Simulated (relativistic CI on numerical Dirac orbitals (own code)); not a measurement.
## Ions with 55 electrons, Cs I to Yb XVI

Method of calculation: Dirac-Coulomb-Breit CI, separate exchange-only KLI orbitals for each configuration, QED by a radiative potential, valence Slater integrals scaled by 0.9, P86 correlation energy added to each configuration (own radial code, finite nucleus).

Configuration list (outside the closed core [Kr] 4d10 5s2): 4f7, 5p6.6s, 4f.5p6. The list is cut by size and lacks configurations that can hold low levels.

Energies above each ion's lowest level, in eV. Levels are followed by their leading LS label, which can pass from one level to another where the coupling changes. † marks energies above the tabulated ionisation limit.

| Ion | 4f7 8S°_7/2 | 4f7 6P°_3/2 | 4f7 6P°_5/2 | 4f7 6P°_7/2 | 4f7 6I°_7/2 |
| --- | --- | --- | --- | --- | --- |
| Cs I | 141.48† | 142.32† | 142.32† | 142.32† | 142.38† |
| Ba II | 148.97† | 150.2† | 150.21† | 150.21† | 150.3† |
| La III | 144.54† | 146.27† | 146.27† | 146.27† | 146.4† |
| Ce IV | 138.3† | 140.56† | 140.55† | 140.55† | 140.72† |
| Pr V | 123.18† | 125.96† | 125.96† | 125.95† | 126.16† |
| Nd VI | 100.49† | 103.78† | 103.76† | 103.75† | 104† |
| Pm VII | 71.347 | 75.092 | 75.073 | 75.053 | 75.335 |
| Sm VIII | 36.535 | 40.712 | 40.682 | 40.65 | 40.97 |
| Eu IX | 0 | 4.5821 | 4.537 | 4.4897 | 4.8517 |
| Gd X | 0 | 4.9641 | 4.901 | 4.8345 | 5.2405 |
| Tb XI | 0 | 5.3269 | 5.242 | 5.1517 | 5.6051 |
| Dy XII | 0 | 5.6735 | 5.5625 | 5.4432 | 5.9474 |
| Ho XIII | 0 | 6.0062 | 5.8646 | 5.7101 | 6.2686 |
| Er XIV | 0 | 6.327 | 6.1498 | 5.953 | 6.5693 |
| Tm XV | 0 | 6.6377 | 6.4196 | 6.1717 | 6.8496 |
| Yb XVI | 0 | 6.9397 | 6.6749 | 6.3653 | 7.1092 |

In the calculation the lowest level changes from 5p6.6s 2S_1/2 to 4f.5p6 2F°_5/2 at La III; from 4f.5p6 2F°_5/2 to 4f7 8S°_7/2 at Eu IX.

Between Z = 67 and 70 the energy of 4f7 6P°_3/2 follows a local power law Z^3.3. For orientation: electrostatic splittings inside a shell grow about linearly with the screened charge, excitations that change n as its square, and fine structure as its fourth power; written in Z itself the exponents are larger, since the screened charge grows faster in proportion.

For La III NIST ASD gives another ground level, 5p6 5d 2D3/2.

For Nd VI NIST ASD gives another ground level, 4f2 5s2 5p5 °.

For Pm VII NIST ASD gives another ground level, 4f3 5s2 5p4 °.

For Sm VIII NIST ASD gives another ground level, 4f4 5s2 5p3 °.

For Eu IX NIST ASD gives another ground level, 4f5 5s2 5p2 °.

For Gd X NIST ASD gives another ground level, 4f5 5s2 5p2 °.

For Tb XI NIST ASD gives another ground level, 4f6 5s2 5p °.

For Tm XV NIST ASD gives another ground level, 4f9 6H°15/2.

For Yb XVI NIST ASD gives another ground level, 4f9 6H°15/2.

The members near neutrality are the least accurate: they can be off by several eV, miss lower levels of configurations outside the list, or start from a wrong lowest level.
